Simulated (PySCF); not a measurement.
**Working out the excitation energy of As²⁺**

As²⁺ [Ar] 3d10 4s2 4p1 (2P) → As²⁺ [Ar] 3d10 4s1 4p1 5s1 (4P). Computed with PySCF 2.14 in aug-cc-pVTZ-DK (7s6p4d2f, 59 functions), with the spin-free X2C one-electron Hamiltonian (Gaussian nucleus). Frozen: [Ar] 3d10. Energies in hartree (1 hartree = 27.21139 eV):

```tsv
part	As²⁺ (lower)	As²⁺ (upper)
UHF	-2258.007828	-2257.239647
CCSD correlation	-0.054145	-0.018200
(T)	-0.000715	-0.000372
```

**Question.** What does Hartree-Fock give?

**Answer.** (-2257.239647) − (-2258.007828) = 0.768181 hartree = 20.903 eV.

**Question.** What do CCSD and CCSD(T) give?

**Answer.** The CCSD correlation energies differ by 0.035945 hartree = 0.978 eV and the triples by 0.000343 hartree = 0.009 eV, so CCSD gives 21.881 eV and CCSD(T) 21.890 eV.

The coupled-cluster amplitudes are large, so a single reference is strained.
